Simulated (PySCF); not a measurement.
```xyz
5
charge -1 multiplicity 1, angstrom
Mn    0.0000    0.0000    0.0000
O    -0.9130   -0.9130   -0.9130
O     0.9130    0.9130   -0.9130
O    -0.9130    0.9130    0.9130
O     0.9130   -0.9130    0.9130
```

All numbers come from PBE0/[Mn def2-SVPD, O def2-SVPD], no relativity, density fitting, PySCF.

This geometry of MnO₄⁻ is a stationary point at this level.

Problem. What is the point group?

Solution. Td.

Problem. Is it a minimum?

Solution. Yes: all harmonic wavenumbers are real.

Problem. List the harmonic modes with their infrared intensities.

Solution. 
```json
{"symmetry": "e", "ω (cm⁻¹)": "383", "IR (km/mol, summed over degenerate members)": "0.0"}
{"symmetry": "t2", "ω (cm⁻¹)": "431", "IR (km/mol, summed over degenerate members)": "0.8"}
{"symmetry": "a1", "ω (cm⁻¹)": "961", "IR (km/mol, summed over degenerate members)": "0.0"}
{"symmetry": "t2", "ω (cm⁻¹)": "1007", "IR (km/mol, summed over degenerate members)": "835"}
```

Problem. Give the atomic charges and bond orders.

Solution. 
| atom | Mulliken | Löwdin | polar tensor | Mayer order to Mn1 |
| --- | --- | --- | --- | --- |
| Mn1 | 2.00 | 1.15 | 1.85 | – |
| O2,3,4,5 | -0.75 | -0.54 | -0.71 | 1.18 |

Problem. Give the ideal-gas entropy at 298.15 K and 1 bar by parts.

Solution. translation 168.5, rotation 86.1, vibration 20.9, spin 0.0; total 275.5 J/(mol K).

In Td the vibrations span e + 2t2 + a1. The a1, e modes carry no infrared intensity, as symmetry demands.

Stability towards spin polarisation was not tested. This need not be the most stable arrangement of these atoms. The lowest empty level of this anion is unbound, so it and the gap depend on the basis.
